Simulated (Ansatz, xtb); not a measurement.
**C6H5FSi: which of two isomers lies lower**

Structure X: `C#CC1=CC=C[Si@@H]1F`, a singlet. Structure Y: `C#CC1=C[Si@@H](F)C=C1`, a singlet. Both are isolated molecules in the gas phase, relaxed with B3LYP-D3(BJ)/def2-SVP.

X (Å):

```xyz
13

C    -2.8616    1.1408    1.3749
C    -1.6943    0.8437    1.2009
C    -0.3454    0.5199    0.9390
C     0.5380   -0.0267    1.8207
C     1.9107   -0.2841    1.3235
C     2.1865    0.0433    0.0399
F     0.6764    2.2168   -1.2424
Si    0.5938    0.6841   -0.6967
H    -3.8897    1.4020    1.5390
H     0.2708   -0.2742    2.8525
H     2.6459   -0.7258    2.0048
H     3.1689   -0.1162   -0.4076
H     0.0220   -0.1270   -1.8006
```

Y (Å):

```xyz
13

C    -0.0776   -1.4413   -1.9833
C    -0.0133   -0.7737   -0.9707
C     0.0962    0.0193    0.2104
C    -0.8853    0.1732    1.1405
C     1.4462    1.4865    1.6102
C     1.3844    0.7540    0.4815
F    -0.1846    0.7267    3.9383
Si   -0.2300    1.3550    2.4334
H    -0.1451   -2.0356   -2.8752
H    -1.8550   -0.3146    1.0365
H    -0.9776    2.6342    2.5475
H     2.3360    2.0546    1.8873
H     2.1989    0.6587   -0.2435
```

Problem. Which of the two would you expect CCSD(T)/def2-SVP + ΔMP2/def2-TZVPP electronic energies to favour?

Solution. Too close to call at this level: CCSD(T)/def2-SVP + ΔMP2/def2-TZVPP gives E(Y) − E(X) = +0.63 kcal/mol.

The same difference at several levels:

| level | geometry | E(Y) − E(X) (kcal/mol) | departure from the last row (kcal/mol) | job, with rough time for the two |
| --- | --- | --- | --- | --- |
| GFN2-xTB | GFN2-xTB | +1.56 | +0.92 | optimisation, 0.16 s |
| HF/STO-3G | GFN2-xTB | +1.19 | +0.55 | single point, 0.46 s |
| r2SCAN-D4/def2-SVP | GFN2-xTB | +2.32 | +1.69 | single point, 2.8 s |
| B3LYP-D3(BJ)/def2-SVP | B3LYP-D3(BJ)/def2-SVP | +2.15 | +1.52 | optimisation, 42 s |
| HF/def2-SVP | B3LYP-D3(BJ)/def2-SVP | +0.90 | +0.27 | part of the CCSD(T) run |
| MP2/def2-SVP | B3LYP-D3(BJ)/def2-SVP | +0.86 | +0.23 | part of the CCSD(T) run |
| CCSD(T)/def2-SVP | B3LYP-D3(BJ)/def2-SVP | +0.71 | +0.08 | single point |
| CCSD(T)/def2-SVP + ΔMP2/def2-TZVPP | B3LYP-D3(BJ)/def2-SVP | +0.63 |  | single point, 57 s |

As drawn, both hold the same kinds of bond in the same numbers.

The largest departure from CCSD(T)/def2-SVP + ΔMP2/def2-TZVPP is that of r2SCAN-D4/def2-SVP, 1.69 kcal/mol. The last row adds to CCSD(T) the change of the MP2 difference between the two basis sets, here −0.08 kcal/mol.

With thermal terms from frequencies at re-optimised GFN2-xTB minima (ideal gas, soft modes damped towards free rotors, one conformer each, 298.15 K, 1 atm): on the last row, ΔE + ΔZPE = +0.64, ΔH = +0.60, ΔG = +0.69 kcal/mol.

The correlated steps freeze 12 core orbitals. Codes used: Ansatz 0.2.0, xtb 6.7.1; the last row on 2 threads of Intel(R) Xeon(R) 6975P-C (Granite Rapids) on a shared host.
